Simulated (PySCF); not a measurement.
C3H6AlBr (SMILES C=[CH][Al]([CH3])[Br]), singlet, at a GFN2-xTB geometry (such geometries of metal compounds can be far from the true shape); PySCF with DF-PBE/6-311G**.

Here is a job for PySCF.
```python
from pyscf import gto, scf, dft

mol = gto.M(
    atom='''
Al    0.217836    0.488751   -0.429171
Br   -0.389910   -0.712386    1.399319
C     0.810051    2.359350   -0.137271
H     1.286105    2.801373   -1.016868
H     1.528191    2.430118    0.689489
H    -0.024647    3.016777    0.134801
C     0.066349   -0.511921   -2.127233
C     0.347805    0.038713   -3.308050
H    -0.263296   -1.556207   -2.133251
H     0.265925   -0.494381   -4.246778
H     0.677487    1.065221   -3.389020
''',
    basis='6-311g**',
    charge=0,
    spin=0,
    verbose=4,
    max_memory=1800,
)

mf = dft.RKS(mol)
mf.xc = 'pbe'
mf = mf.density_fit(auxbasis='def2-universal-jkfit')
mf.kernel()
```

**Question.** Write the output that PySCF gives for this input, abridged.

**Answer.** 
```
PySCF version 2.14.0

[INPUT] verbose = 4
[INPUT] num. atoms = 11
[INPUT] num. electrons = 72
[INPUT] charge = 0
[INPUT] spin (= nelec alpha-beta = 2S) = 0
[INPUT] symmetry False subgroup None
[INPUT] Mole.unit = angstrom
[INPUT] Symbol           X                Y                Z      unit          X                Y                Z       unit  Magmom
[INPUT]  1 Al     0.217836000000   0.488751000000  -0.429171000000 AA    0.411650380071   0.923605533107  -0.811015650606 Bohr   0.0
[INPUT]  2 Br    -0.389910000000  -0.712386000000   1.399319000000 AA   -0.736823113229  -1.346214434974   2.644329670900 Bohr   0.0
[INPUT]  3 C      0.810051000000   2.359350000000  -0.137271000000 AA    1.530774536930   4.458525331993  -0.259404594845 Bohr   0.0
[INPUT]  4 H      1.286105000000   2.801373000000  -1.016868000000 AA    2.430386217434   5.293827742751  -1.921602024834 Bohr   0.0
[INPUT]  5 H      1.528191000000   2.430118000000   0.689489000000 AA    2.887862456025   4.592257470376   1.302945375900 Bohr   0.0
[INPUT]  6 H     -0.024647000000   3.016777000000   0.134801000000 AA   -0.046576079792   5.700882308887   0.254736971317 Bohr   0.0
[INPUT]  7 C      0.066349000000  -0.511921000000  -2.127233000000 AA    0.125381438639  -0.967390487413  -4.019887773137 Bohr   0.0
[INPUT]  8 C      0.347805000000   0.038713000000  -3.308050000000 AA    0.657256194754   0.073156967460  -6.251308506367 Bohr   0.0
[INPUT]  9 H     -0.263296000000  -1.556207000000  -2.133251000000 AA   -0.497557329693  -2.940805023131  -4.031260144955 Bohr   0.0
[INPUT] 10 H      0.265925000000  -0.494381000000  -4.246778000000 AA    0.502525419675  -0.934244691189  -8.025247331828 Bohr   0.0
[INPUT] 11 H      0.677487000000   1.065221000000  -3.389020000000 AA    1.280264882953   2.012975952135  -6.404319630673 Bohr   0.0

nuclear repulsion = 342.554532179557
number of shells = 78
number of NR pGTOs = 270
number of NR cGTOs = 160
basis = 6-311g**
ecp = {}

******** <class 'pyscf.df.df_jk.DFRKS'> ********
method = DFRKS
initial guess = minao
damping factor = 0
level_shift factor = 0
DIIS = <class 'pyscf.scf.diis.CDIIS'>
diis_start_cycle = 1
diis_space = 8
diis_damp = 0
SCF conv_tol = 1e-09
SCF conv_tol_grad = None
SCF max_cycles = 50
direct_scf = False
XC library pyscf.dft.libxc version 7.1.2
    S. Lehtola, C. Steigemann, M. J. T. Oliveira, and M. A. L. Marques,  SoftwareX 7, 1–5 (2018)
XC functionals = pbe
    J. P. Perdew, K. Burke, and M. Ernzerhof,  Phys. Rev. Lett. 77, 3865 (1996)
    J. P. Perdew, K. Burke, and M. Ernzerhof,  Phys. Rev. Lett. 78, 1396 (1997)
    J. P. Perdew, K. Burke, and M. Ernzerhof,  Phys. Rev. Lett. 77, 3865 (1996)
    J. P. Perdew, K. Burke, and M. Ernzerhof,  Phys. Rev. Lett. 78, 1396 (1997)
radial grids:
    Treutler-Ahlrichs [JCP 102, 346 (1995); DOI:10.1063/1.469408] (M4) radial grids

becke partition: Becke, JCP 88, 2547 (1988); DOI:10.1063/1.454033
pruning grids: <function nwchem_prune>
grids dens level: 3
symmetrized grids: False
atomic radii adjust function: <function treutler_atomic_radii_adjust>
small_rho_cutoff = 0
Set gradient conv threshold to 3.16228e-05
Initial guess from minao.
tot grids = 140808
init E= -2930.36706822663
  HOMO = -0.300520622766551  LUMO = -0.126511377709924  gap/eV = 4.73503
cycle= 1 E= -2933.72895132272  delta_E= -3.36  |g|= 2.25  |ddm|= 2.72
  HOMO = -0.167527656898182  LUMO = -0.0558033577296785  gap/eV = 3.04017
cycle= 2 E= -2933.53648819488  delta_E= 0.192  |g|= 1.32  |ddm|= 1.44
  HOMO = -0.225564456294007  LUMO = -0.130533998855341  gap/eV = 2.58591
cycle= 3 E= -2933.69244018842  delta_E= -0.156  |g|= 0.879  |ddm|= 1.54
  HOMO = -0.241168632326124  LUMO = -0.0808604962456223  gap/eV = 4.36221
cycle= 4 E= -2933.87235379493  delta_E= -0.18  |g|= 0.135  |ddm|= 0.719
  HOMO = -0.243461408532643  LUMO = -0.0841351582424708  gap/eV = 4.33549
cycle= 5 E= -2933.87410544277  delta_E= -0.00175  |g|= 0.101  |ddm|= 0.201
  HOMO = -0.241487471345923  LUMO = -0.0836968777998126  gap/eV = 4.29370
cycle= 6 E= -2933.87679955618  delta_E= -0.00269  |g|= 0.0279  |ddm|= 0.0865
  HOMO = -0.241912190030788  LUMO = -0.0826204637819538  gap/eV = 4.33455
cycle= 7 E= -2933.8769890546  delta_E= -0.000189  |g|= 0.0123  |ddm|= 0.0324
  HOMO = -0.241571441839337  LUMO = -0.082595096247622  gap/eV = 4.32597
cycle= 8 E= -2933.87702671772  delta_E= -3.77e-05  |g|= 0.0012  |ddm|= 0.0116
  HOMO = -0.241670365323021  LUMO = -0.0827680067901706  gap/eV = 4.32395
cycle= 9 E= -2933.87702703781  delta_E= -3.2e-07  |g|= 0.00061  |ddm|= 0.0018
  HOMO = -0.241675662792103  LUMO = -0.0827365699632636  gap/eV = 4.32495
cycle= 10 E= -2933.87702714172  delta_E= -1.04e-07  |g|= 0.000136  |ddm|= 0.000674
  HOMO = -0.241663305681025  LUMO = -0.0827354734114883  gap/eV = 4.32465
cycle= 11 E= -2933.87702714536  delta_E= -3.64e-09  |g|= 3.66e-05  |ddm|= 0.00016
  HOMO = -0.241666705025275  LUMO = -0.0827361142670243  gap/eV = 4.32472
cycle= 12 E= -2933.8770271457  delta_E= -3.38e-10  |g|= 4.43e-06  |ddm|= 5.05e-05
  HOMO = -0.241665742268817  LUMO = -0.0827356505823986  gap/eV = 4.32471
Extra cycle  E= -2933.8770271457  delta_E= 9.09e-13  |g|= 6.45e-06  |ddm|= 1.38e-05
converged SCF energy = -2933.8770271457
```
